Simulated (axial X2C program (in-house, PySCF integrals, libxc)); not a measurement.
Spectroscopic constants of CrB⁺

All values were computed with an in-house relativistic program for diatomic molecules. Spin-free means the one-electron spin-free X2C Hamiltonian; two-component (2c) means X2C with spin–orbit coupling and atomic mean-field two-electron Coulomb and Gaunt terms, so the difference of the two also holds small scalar two-electron terms. Basis: Cr dyall-cv3z [9s10p6d3f2g], B dyall-v3z [7s6p2d1f] (cores contracted in-house); Gaussian nuclei, density fitting, unrestricted open shells. Masses: Cr 51.941 u, B 11.009 u.

State, spin-free: M_S = 3, Λ = 0 (beyond evenly filled blocks: 2 × σα, π+α, π-α, δ+α, δ-α); electrons by block: σα: 9, σβ: 7, π+α: 3, π+β: 2, π-α: 3, π-β: 2, δ+α: 1, δ-α: 1. Fragments: Cr+ + B.

State, 2c: Ω = 3 (⟨Sz⟩ = 3.00, ⟨Lz⟩ = 0.00 at PBE0); electrons by block: 1/2: 11, -1/2: 10, 3/2: 3, -3/2: 3, 5/2: 1. Fragments: Cr+ + B.

| Hamiltonian | level | Re (Å) | ωe (cm⁻¹) | Be (cm⁻¹) | αe (cm⁻¹) | De (eV) | k (mdyn/Å) | μ (D) |
| --- | --- | --- | --- | --- | --- | --- | --- | --- |
| spin-free | PBE0 | 2.169 | 436.3 | 0.3945 | 0.00518 | 1.94 | 1.02 | -0.20 |
| spin-free | HF | 2.506 | 267.7 | 0.2954 | 0.00424 | 0.947 | 0.384 | 0.33 |
| spin-free | MP2 | 2.266 | 339.9 | 0.3613 | 0.00553 | 1.33 | 0.618 | n/a |
| spin-free | CCSD | 2.268 | 336.1 | 0.3609 | 0.00599 | 1.33 | 0.604 | n/a |
| spin-free | CCSD(T) | 2.225 | 361.0 | 0.3747 | 0.00675 | 1.41 | 0.697 | n/a |
| spin-free | B97-3 | 2.176 | 431.7 | 0.3918 | 0.00514 | 1.85 | 0.998 | -0.35 |
| 2c | PBE0 | 2.170 | 435.6 | 0.3942 | 0.00519 | 1.94 | 1.02 | -0.20 |
| 2c | HF | 2.508 | 267.3 | 0.295 | 0.00424 | 0.945 | 0.382 | 0.33 |
| 2c | MP2 | 2.268 | 339.0 | 0.3608 | 0.00552 | 1.33 | 0.615 | n/a |
| 2c | B97-3 | 2.177 | 431.0 | 0.3914 | 0.00514 | 1.84 | 0.994 | -0.34 |

Correlated methods: 8 electrons correlated (number of frozen shells: Cr 3 s, 2 p; B 1 s), 242 virtual spin orbitals or spinors in MP2.

Dipoles are positive if B is the positive end and refer to the centre of mass.

The state is a single determinant with fixed occupations, the lowest that a limited PBE0 search found. De is counted from the lowest determinant-based energies of the atoms at the same level, without counterpoise correction. Density functionals use the spin component along the axis (collinear). Coupled cluster ran in a truncated set of natural virtual spinors; the MP2 energy of the rest was added. (T) has no such correction and the atoms are truncated less, which lowers De at CCSD(T) by a hundredth of an eV or more. The 2c atoms are single determinants rather than J levels; their spin–orbit lowering is only partly caught, and De is too large by that part. This holds for PBE0, MP2, B97-3. Other states lie close and PBE0, whose exact exchange favours high spin, may order them wrongly; the determinant shown need not be the ground state. The nearest other spin-free determinant of the search, M_S = 2, Λ = 0, lies 0.36 eV up at the distance of the search. The functionals have no current-density term, which raises determinants with orbital currents, atoms included. With several unpaired electrons one determinant need not be a pure state. Open-shell Ω = 0 determinants with evenly filled partner blocks cannot be reached by this program, so the Ω shown need not be the lowest component.

No reliable constants came from CCSD (2c), CCSD(T) (2c): no minimum in range, unconverged points, a curve that is not smooth, a change of character along it, or the two Hamiltonians disagreeing along it.

Rough cost a point (2c) on 1 thread(s) of a shared host, integrals apart: PBE0 0.4 s, HF 0.25 s, B97-3 0.4 s.

The whole task took 100 s on 1 thread of Arm Neoverse V2, on a shared host.
